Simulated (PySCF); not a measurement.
# Radial density of Rb⁺ (rubidium, charge +1)

UHF, [Kr], closed-shell 1S. Calculation: PySCF 2.14, in cc-pVDZ-X2C; scalar relativity by spin-free X2C-1e.

```json
{"r (bohr)": "0.0295", "4πr²ρ (e/bohr)": "46.20"}
{"r (bohr)": "0.0496", "4πr²ρ (e/bohr)": "39.07"}
{"r (bohr)": "0.0834", "4πr²ρ (e/bohr)": "44.95"}
{"r (bohr)": "0.140", "4πr²ρ (e/bohr)": "54.48"}
{"r (bohr)": "0.236", "4πr²ρ (e/bohr)": "32.63"}
{"r (bohr)": "0.397", "4πr²ρ (e/bohr)": "39.35"}
{"r (bohr)": "0.667", "4πr²ρ (e/bohr)": "20.15"}
{"r (bohr)": "1.12", "4πr²ρ (e/bohr)": "6.755"}
{"r (bohr)": "1.89", "4πr²ρ (e/bohr)": "4.098"}
{"r (bohr)": "3.18", "4πr²ρ (e/bohr)": "0.4332"}
{"r (bohr)": "5.34", "4πr²ρ (e/bohr)": "0.003132"}
```

Densities and radii are taken from the X2C orbitals without a picture-change correction, which distorts them close to the nucleus.
